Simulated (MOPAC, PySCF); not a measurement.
Ligands exchanged one at a time, Ga F-SH. Isolated molecules, 0 K electronic values unless said otherwise. One relaxed conformer stands for each flexible species; it need not be the lowest. Strings in code marks are SMILES.

Quantity: vertical ionisation energy (energy after one electron is removed minus that of the parent at the parent's geometry), in eV.

Level 1: B3LYP/6-31G* // CAM-B3LYP-D3(BJ)/def2-TZVP (PySCF)
Level 2: minus the HOMO energy of B3LYP/6-31G* // CAM-B3LYP-D3(BJ)/def2-TZVP (PySCF)
Level 3: minus the HOMO energy of HF/STO-3G // CAM-B3LYP-D3(BJ)/def2-TZVP (PySCF)
Level 4: minus the HOMO energy of PM6 // CAM-B3LYP-D3(BJ)/def2-TZVP (MOPAC)

| species | level 1 | level 2 | level 3 | level 4 |
|---|---|---|---|---|
| `[F][Ga]([F])[F]` | 14.09 | … | 8.57 | … |
| `[SH][Ga]([SH])[SH]` | 9.42 | 7.32 | 6.95 | 9.53 |
| `[F][Ga]([F])[SH]` (F–Ga–S–H torsion 0°) | 11.01 | 8.23 | 7.79 | … |

Question: Fill in the missing entries.

Answer: 
- `[F][Ga]([F])[F]`, level 2: 10.96
- `[F][Ga]([F])[F]`, level 4: 14.52
- `[F][Ga]([F])[SH]` (F–Ga–S–H torsion 0°), level 4: 10.63
